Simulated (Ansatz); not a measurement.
Total energies of C₂H₆ClY (`[CH3][Y]([CH3])[Cl]`).

| atom | x (Å) | y (Å) | z (Å) |
| --- | --- | --- | --- |
| C1 | 0.512 | -1.161 | -1.446 |
| Y2 | -0.516 | -0.716 | 0.593 |
| C3 | -0.597 | 1.587 | 0.913 |
| Cl4 | 0.237 | -2.067 | 2.511 |
| H5 | -0.016 | -0.701 | -2.294 |
| H6 | 0.632 | -2.226 | -1.681 |
| H7 | 1.522 | -0.728 | -1.452 |
| H8 | 0.370 | 2.030 | 0.635 |
| H9 | -1.345 | 2.081 | 0.276 |
| H10 | -0.799 | 1.900 | 1.945 |

Charge 0, multiplicity 1. Correlated methods include outer-core shells of Y, which these sets cover unevenly. Y takes the def2 core potential. The geometry is a stationary point of PBE0-D4/def2-TZVP. Basis def2-TZVPP, Ansatz 0.2.0.

RPA on PBE orbitals: Hartree–Fock energy of these orbitals -576.68965 Eh, correlation -1.33682 Eh (frozen core).

```
             functional  energy without D4 (Eh)  D4 term (kJ/mol)
                    PBE              -578.15643             -16.1
                 revPBE              -578.38466             -41.8
                   BLYP              -578.37463             -33.3
                 r2SCAN              -578.39652              -4.2
                 B97M-V              -578.36035                 –
                  B3LYP              -578.50153             -25.8
                r2SCANh              -578.38110              -4.6
HSE06 (plane-wave form)              -578.18220             -13.2
                  BHLYP              -578.33487             -23.1
              CAM-B3LYP              -578.39072             -14.5
                LC-ωPBE              -578.30667                 –
                ωB97X-V              -578.34708                 –
                ωB97M-V              -578.30812                 –
                 B2PLYP              -578.17124                 –
```

Give the same for LDA (SPW92), PBE0, r2SCAN0, PBE-QIDH. (Best estimate.)

The calculation gave: 
```json
{"functional": "LDA (SPW92)", "energy without D4 (Eh)": "-576.07950", "D4 term (kJ/mol)": "–"}
{"functional": "PBE0", "energy without D4 (Eh)": "-578.19662", "D4 term (kJ/mol)": "-13.9"}
{"functional": "r2SCAN0", "energy without D4 (Eh)": "-578.35902", "D4 term (kJ/mol)": "-5.1"}
{"functional": "PBE-QIDH", "energy without D4 (Eh)": "-578.04989", "D4 term (kJ/mol)": "–"}
```

B3LYP takes the VWN-RPA correlation (the form of Gaussian; ORCA's B3LYP/G). HSE06 is the plane-wave form, built on full-range PBE exchange. The double hybrids freeze the cores in their second-order part.

LC-ωPBE has ω = 0.4 bohr⁻¹.
